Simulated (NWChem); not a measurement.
## Atomisation of selenium hexafluoride (F6Se)

SMILES: F[Se](F)(F)(F)(F)F
```xyz
7

F      0.0000    -1.7352     0.0000
Se     0.0000     0.0000     0.0000
F      1.7352     0.0000     0.0000
F      0.0000     0.0000     1.7352
F     -1.7352     0.0000     0.0000
F      0.0000     0.0000    -1.7352
F      0.0000     1.7352     0.0000
```
Charge 0, spin multiplicity 1.

Everything below was run with NWChem. Structure: optimised with PBE/def2-SVP, held to D2h symmetry and with no frequency check, so it may be a saddle point.

Basis set: def2-SVP. The atomisation energy is electronic alone: no zero-point, thermal, spin-orbit or counterpoise terms. No value is extrapolated to the basis-set limit. Free atoms are single determinants with multiplicities F 2, Se 3.

The Hamiltonian is non-relativistic. B3LYP has NWChem's definition, with VWN1-RPA local correlation. The stability of the SCF solutions was not checked. Open-shell Hartree-Fock references start from PBE0 orbitals.

Question: For the atomisation energy, HF gives 173.4 kcal/mol and PBE gives 488.8 kcal/mol. What do BP86, B3LYP, PBE0 give?

Answer: BP86: 478.5 kcal/mol; B3LYP: 429.7 kcal/mol; PBE0: 431.3 kcal/mol.
